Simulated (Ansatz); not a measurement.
```yaml
crystal:
  periodic: [false, false, false]
  atoms:
    - {symbol: C, position_ang: [-1.600265, -0.302635, 1.208366]}
    - {symbol: B, position_ang: [-0.077474, -0.001602, 0.701280]}
    - {symbol: F, position_ang: [0.822749, 0.416194, 1.559123]}
    - {symbol: O, position_ang: [-0.150393, -0.075316, -0.702951]}
    - {symbol: Si, position_ang: [1.484232, -0.027864, -1.515762]}
    - {symbol: H, position_ang: [-1.921010, 0.542589, 1.752368]}
    - {symbol: H, position_ang: [-1.600734, -0.964692, 2.077547]}
    - {symbol: H, position_ang: [-2.370422, -0.651320, 0.476882]}
    - {symbol: H, position_ang: [1.933515, 1.607835, -1.393691]}
    - {symbol: H, position_ang: [1.094934, -0.308605, -2.944187]}
    - {symbol: H, position_ang: [2.712683, -0.624577, -1.200163]}
basis:
  gaussian: {orbitals: "6-31G*"}
total_charge: -1
magnetization: {spin_polarized: true, initial_magnetization: 1}
hamiltonian: {xc: {name: SVWN5}}
accuracy: high
output: {forces: true}
```

```sh
$ ansatz run in.yaml --threads 4 --pin off --events-out ev --progress --plain --max-ram 10444MiB
```

Shortened log:

```
Functional definition: SVWN5
2088 factors; integrals over basis functions are off by at most 3.6e-9 eV
mean field evaluation 1: about -14365.6660 eV, gradient 3.5e1 eV
mean field evaluation 2: about -14344.8850 eV, gradient 7.8e1 eV
mean field evaluation 4: about -14371.4349 eV, gradient 5.7e0 eV
mean field evaluation 8: about -14371.5463 eV, gradient 1.9e-1 eV
mean field evaluation 16: about -14371.5464 eV, gradient 4.3e-5 eV
mean field -14371.54641226 eV, -528.1445892665 hartree, gradient 4.4e-8 eV, S^2 0.750974; 1 other end points of the search recorded, 0 dependent functions left out
reference -14371.54641583 eV, -528.1445893977 hartree; 25, 24 occupied and 66, 67 virtual orbitals, 2088 factors
Total energy: -14371.54641583 eV, -528.1445893977 hartree
Atom 0 at    -1.600265    -0.302635     1.208366 Å, force     1.330384    -1.080197     0.286133 eV/Å
Atom 1 at    -0.077474    -0.001602     0.701280 Å, force    -3.950308    -0.671883    -3.721180 eV/Å
Atom 2 at     0.822749     0.416194     1.559123 Å, force     0.978650     0.125067     0.471493 eV/Å
Atom 3 at    -0.150393    -0.075316    -0.702951 Å, force     1.628684     0.606031     1.875363 eV/Å
Atom 4 at     1.484232    -0.027864    -1.515762 Å, force    -1.627080     2.573673     0.272492 eV/Å
Atom 5 at    -1.921010     0.542589     1.752368 Å, force    -0.941902     2.057410     0.455828 eV/Å
Atom 6 at    -1.600734    -0.964692     2.077547 Å, force     0.049991    -1.064686     0.315305 eV/Å
Atom 7 at    -2.370422    -0.651320     0.476882 Å, force     0.687495     0.321915     0.189192 eV/Å
Atom 8 at     1.933515     1.607835    -1.393691 Å, force    -0.658859    -1.721018    -0.126218 eV/Å
Atom 9 at     1.094934    -0.308605    -2.944187 Å, force     0.093896    -0.104855     0.001038 eV/Å
Atom 10 at     2.712683    -0.624577    -1.200163 Å, force     2.409049    -1.041459    -0.019445 eV/Å
Dipole moment:    -0.626176    -0.041798     0.921855 e Å
```

Hardware: 4 threads of an Arm Neoverse V1 on a shared host. Wall time 3.1 s, peak host memory 0.28 GiB.
